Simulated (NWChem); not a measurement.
GaHOBrCl; SMILES [Cl][Ga]([OH])[Br]

```xyz
5

Ga     0.3779    -0.4214     0.0000
Cl    -0.9319    -2.1307     0.0000
Br    -0.4445     1.6990     0.0000
O      2.1518    -0.6492     0.0000
H      2.3777    -1.5999     0.0000
```
Atoms are numbered in this order, from 1.

Level: PBE-D3(BJ)/def2-SVP (NWChem), optimised geometry, unscaled harmonic frequencies. This build's default masses of Se (78.918 u) and Br (79.917 u) are each other's, which moves their modes by up to 0.6 %.

```
frequency (cm⁻¹)  IR intensity (km/mol)
----------------  ---------------------
102                                 2.5
141                                 8.1
151                                15.0
296                                20.0
346                               102.3
424                                61.4
696                                76.9
838                                85.8
3712                               79.3
```

| Item | Result |
|---|---|
| zero-point energy | 9.6 kcal/mol |
| thermal correction to the enthalpy at 298.15 K (with zero-point energy) | 14.0 kcal/mol |
| heat capacity Cv | 17.8 cal/(mol K) |
| entropy at 298.15 K and 1 atm (symmetry number 1) | 83.3 cal/(mol K) |
| dipole moment | 1.28 D |

Rigid rotor and harmonic oscillator.
